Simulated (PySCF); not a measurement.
## Electron correlation in Si⁺ (silicon, charge +1)

[Ne] 3s2 3p1, 2P determinant. All numbers are calculated (PySCF 2.14, scalar relativity by spin-free X2C-1e, in Sapporo-DZP-2012 (5s4p2d, 27 functions)). Frozen: [Ne]; 3 electrons correlated.

MP2 pair energies summed by pair of shells (mhartree):

| pair | energy | share (%) |
| --- | --- | --- |
| 3s-3s | -19.39 | 57.2 |
| 3s-3p | -14.53 | 42.8 |

Total MP2 correlation energy: -33.91 mhartree.

Same-spin part -2.20 and opposite-spin part -31.71 mhartree; SCS-MP2 scales them by 1/3 and 6/5 to -38.79 mhartree.

| level | correlation energy (mhartree) |
| --- | --- |
| CCSD | -52.95 |
| (T) | -0.65 |
| CCSD(T) | -53.60 |

Diagnostics: T1 = 0.013, D1 = 0.0316, largest double amplitude 0.107.

Problem. Is a single reference adequate?

Solution. Mostly. T1 lies below 0.03, but a double amplitude of this size points to a near-degeneracy that CCSD handles and MP2 describes poorly.
